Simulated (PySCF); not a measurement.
F4Ti, multiplicity 1.

```xyz
5

Ti     0.0000     0.0000     0.0000
F     -1.0015     1.0015    -1.0015
F      1.0015     1.0015     1.0015
F      1.0015    -1.0015    -1.0015
F     -1.0015    -1.0015     1.0015
```

The structure is a stationary point at B3LYP-D3(BJ)/def2-SVP. The multiplicity is an assumed one; other spin states were not compared. The isomer is the one that the SMILES or the coordinates give; other isomers of the formula were not compared.

The numbers are results of HF/pcSseg-1 (PySCF), not measurements. Non-relativistic, no solvent.

Computed absolute GIAO shielding of each atom: isotropic value and principal components (ppm):
```json
[
 {"atom": "Ti1", "σ(iso)": "436.1", "σ11": "436.1", "σ22": "436.1", "σ33": "436.1", "span": "0.0"},
 {"atom": "F2", "σ(iso)": "-28.7", "σ11": "-261.3", "σ22": "-261.3", "σ33": "436.6", "span": "698.0"},
 {"atom": "F3", "σ(iso)": "-28.7", "σ11": "-261.3", "σ22": "-261.3", "σ33": "436.6", "span": "698.0"},
 {"atom": "F4", "σ(iso)": "-28.7", "σ11": "-261.3", "σ22": "-261.3", "σ33": "436.6", "span": "698.0"},
 {"atom": "F5", "σ(iso)": "-28.7", "σ11": "-261.3", "σ22": "-261.3", "σ33": "436.6", "span": "698.0"}
]
```
